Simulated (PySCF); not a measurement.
AgCl, SMILES [Cl][Ag], multiplicity 1. The structure is a stationary point at B3LYP-D3(BJ)/def2-TZVPD. The multiplicity is an assumed one; other spin states were not compared. The def2 effective core potentials stand for the cores of Ag; spin–orbit coupling is left out.

Computed equilibrium geometry at B3LYP-D3(BJ)/def2-TZVPD (PySCF confirms it by a frequency run) as a Z-matrix, and its point group:
point group C∞v.
```
Ag
Cl 1 2.3111
```
Charge 0, spin multiplicity 1.
